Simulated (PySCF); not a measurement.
**Fractional electron number in Al⁺ (aluminium, charge +1)**

The 3s beta orbital of [Ne] 3s2 is emptied in steps (occupation f), with all orbitals relaxed, ending at [Ne] 3s1. Calculation: PySCF 2.14, in aug-cc-pV(T+d)Z; the non-relativistic Hamiltonian (point nucleus). The exact energy is a straight line in f; departures are measured from the line between the end points of the same method.

```tsv
f	UHF (eV)	LDA (eV)	PBE (eV)	PBE0 (eV)	r2SCAN (eV)	LC-wPBE (eV)	BHandHLYP (eV)	TPSS (eV)
1	0.000	0.000	0.000	0.000	0.000	0.000	0.000	0.000
0.75	0.040	-0.748	-0.746	-0.546	-0.629	-0.056	-0.399	-0.711
0.5	0.051	-0.991	-0.995	-0.726	-0.806	-0.080	-0.543	-0.961
0.25	0.037	-0.735	-0.744	-0.540	-0.567	-0.073	-0.420	-0.756
0	0.000	0.000	0.000	0.000	0.000	0.000	0.000	0.000
```

```
   method  E(f=0) − E(f=1) (eV)  −ε at f=1 (eV)  −ε at f=0.5 (eV)
      UHF                17.521          17.749            17.511
      LDA                18.882          14.881            18.917
      PBE                18.752          14.775            18.753
     PBE0                18.648          15.730            18.660
   r2SCAN                18.368          14.927            18.542
  LC-wPBE                18.593          18.302            18.552
BHandHLYP                18.689          16.589            18.636
     TPSS                18.616          14.834            18.525
```

Orbital energy along the path (eV):

| f | UHF | LDA | PBE | PBE0 | r2SCAN | LC-wPBE | BHandHLYP | TPSS |
| --- | --- | --- | --- | --- | --- | --- | --- | --- |
| 1 | -17.749 | -14.881 | -14.775 | -15.730 | -14.927 | -18.302 | -16.589 | -14.834 |
| 0.75 | -17.620 | -16.902 | -16.760 | -17.198 | -16.768 | -18.436 | -17.598 | -16.702 |
| 0.5 | -17.511 | -18.917 | -18.753 | -18.660 | -18.542 | -18.552 | -18.636 | -18.525 |
| 0.25 | -17.416 | -20.882 | -20.765 | -20.121 | -20.047 | -18.722 | -19.746 | -20.382 |
| 0 | -17.333 | -22.645 | -22.056 | -20.946 | -20.731 | -18.913 | -20.939 | -21.952 |

Reference removal energy between the ground levels: 18.829 eV (measured; NIST Atomic Spectra Database, ionization energies). UHF lacks correlation.
